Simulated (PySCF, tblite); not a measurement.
Isomers of C5H8N2O2Si, one GFN2-xTB conformer each. Single-point energies are computed at PBE0/pcSseg-1 (PySCF, gas phase, no added dispersion term), electronic only.

Question: Rank them by PBE0/pcSseg-1 energy, lowest first (kcal/mol).
A. `[CH3:1]/[C:2]([C:3]#[N:4])=[N:5]/[SiH2:6][CH2:7][C:8](=[O:9])[OH:10]` with C2–N5–Si6–C7 127°, N5–Si6–C7–C8 166°, Si6–C7–C8–O9 -89°, C7–C8–O10–H -177°
B. `[CH3:1][O:2][Si@H:3]([CH:4]=[O:5])/[N:6]=[C:7](/[CH3:8])[C:9]#[N:10]` with C1–O2–Si3–C4 -52°, O2–Si3–C4–O5 30°, O2–Si3–N6–C7 -2°

Answer: A (0.0), B (13.5).

As drawn, the lower has an O–H bond and a C(=O)–O unit, which the higher lacks; the higher has an Si–O bond, which the lower lacks. GFN2-xTB itself gives, in the same order: 0.0, 10.6. Both levels put the same isomer lowest.

Q: Which frontier levels, dipoles and rotational constants go with these structures?

A: 
```tsv
SMILES	HOMO (eV, PBE0/pcSseg-1)	LUMO (eV)	dipole (D)	A, B, C (MHz)
C/C(C#N)=N/[SiH2]CC(=O)O	-8.03	-2.35	2.04	2639, 478.7, 432.2
CO[Si@H](C=O)/N=C(/C)C#N	-6.93	-2.36	2.58	1687, 767.2, 584.7
```

Q: What happens when harmonic zero-point energies from GFN2-xTB frequencies are added?

A: 
```csv
SMILES,ZPE (kcal/mol),electronic (kcal/mol),with ZPE (kcal/mol)
C/C(C#N)=N/[SiH2]CC(=O)O,77.4,0.0,0.0
CO[Si@H](C=O)/N=C(/C)C#N,77.6,13.5,13.7
```

The zero-point energies span 0.2 kcal/mol. The order is unchanged.
